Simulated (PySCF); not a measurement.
Cr(Bz)(CO)3, C9H6CrO3, singlet at its GFN2-xTB optimised geometry (Å):

```
19

Cr    -0.0979    -0.4714     0.0000
C      0.8733     1.3152    -1.0120
C      1.7414     0.8540     0.0000
C      2.1734    -0.4714     0.0000
C      1.7309    -1.3553    -1.0065
C      0.8731    -0.9018    -2.0075
C      0.4373     0.4399    -2.0056
H      0.6046     2.3638    -1.0523
H      2.1346     1.5542     0.7275
H      2.9013    -0.8079     0.7283
H      2.1255    -2.3638    -1.0442
H      0.5951    -1.5557    -2.8253
H     -0.1703     0.8062    -2.8247
O     -2.9013    -1.2209    -0.6619
C     -1.8050    -0.9256    -0.4508
O     -1.5889     0.9549     2.1452
C     -0.9833     0.4390     1.3080
O     -0.5725    -2.6844     1.9329
C     -0.3445    -1.8418     1.1767
```

Method: PBE0/def2-SVP (PySCF). Cells within 0.4 Å of a nucleus heavier than hydrogen are left out (blank, or x).

Map of the log10 of the electron density (e/bohr³), floored at −4 on the plane z = 1.5 Å:

```
|0000000000000000000000000000000|
|0000000000000000000000000000000|
|0000000000000000000000000000000|
|0000000000000000000000000000000|
|0000000000000000000000000000000|
|0000000000000000000000000000000|
|0000000000000000000000000000000|
|0000000001221100000122211000000|
|0000000123333221111233332100000|
|0000001345555432222344443100000|
|0000002456666543333455543200000|
|0000013567887765433455543200000|
|0000013568998876544455543200000|
|000001356899x876544444432210000|
|000001346789xx87554444433210000|
|0000002356788876554444444321000|
|0000001345677776554444555432000|
|0000001234566666655444555432100|
|0000000123456777655444555432000|
|0000000123467888765434444432000|
|00000001235678x8765333333321000|
|00000000235689x8764322222110000|
|0000000024578998764311110000000|
|0000000024579998754210000000000|
|0000000023578998653100000000000|
|0000000013467876542100000000000|
|0000000002345665431000000000000|
|0000000000234444310000000000000|
|0000000000012222100000000000000|
|0000000000000000000000000000000|
|0000000000000000000000000000000|
```
Scale: ten equal steps from -4.00 (start of '0') to -0.227 (end of '9'), in the order '0123456789'; x runs from -5.00 to 5.00, y from -5.00 (bottom) to 5.00 (top).
